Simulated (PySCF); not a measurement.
A species of formula C6H16P2 has this rotational fingerprint, computed with PBE0/pcSseg-1 in PySCF (dipole) on a GFN2-xTB geometry, gas phase:

```
Rotational constants : A = 2059, B = 1013, C = 767.7 MHz
Dipole components    : |μa| = 0.05 D, |μb| = 0.37 D, |μc| = 0.11 D
Inertial defect      : -86.04 u·Å²
κ                    : -0.62
```

Problem. Which candidate fits, each taken in the one conformer that was computed?
A. `[CH3:1][CH2:2][CH2:3][P:4]([CH3:5])[CH2:6][CH2:7][PH2:8]` with C1–C2–C3–P4 -175°, C2–C3–P4–C5 -78°, C3–P4–C6–C7 -84°, P4–C6–C7–P8 -34°, C6–C7–P8–H 94° and -174°
B. `[CH3:1][PH:2][CH2:3][CH2:4][CH2:5][P:6]([CH3:7])[CH3:8]` with C1–P2–C3–C4 -170°, P2–C3–C4–C5 180°, C3–C4–C5–P6 -61°, C4–C5–P6–C7 -177°
C. `[CH3:1][CH:2]([CH3:3])[P:4]([CH3:5])[P:6]([CH3:7])[CH3:8]` with C1–C2–P4–C5 158°, C2–P4–P6–C7 159°
D. `[CH3:1][CH:2]([CH3:3])[PH:4][CH2:5][P:6]([CH3:7])[CH3:8]` with C1–C2–P4–C5 163°, C2–P4–C5–P6 -149°, P4–C5–P6–C7 -71°

Solution. C. It is CC(C)P(C)P(C)C, an asymmetric top, point group C1. The candidates at the same level (rigid rotor, commonest isotopes):

```csv
SMILES,A (MHz),B (MHz),C (MHz),μa (D),μb (D),μc (D),Δ (u·Å²),point group,rotor
CC(C)PCP(C)C,3039,601.4,568.8,0.05,1.55,0.31,-118.14,C1,near-prolate asymmetric top
CC(C)P(C)P(C)C,2059,1013,767.7,0.05,0.37,0.11,-86.04,C1,asymmetric top
CPCCCP(C)C,2986,507.1,502.0,1.38,0.09,0.04,-159.16,C1,near-prolate asymmetric top
CCCP(C)CCP,1840,780.2,646.1,1.27,0.48,1.85,-140.22,C1,asymmetric top
```

`CCCP(C)CCP` has B 23 % too low; `CPCCCP(C)C` has B 50 % too low; `CC(C)PCP(C)C` has A 48 % too high. No structure here is proved a minimum.
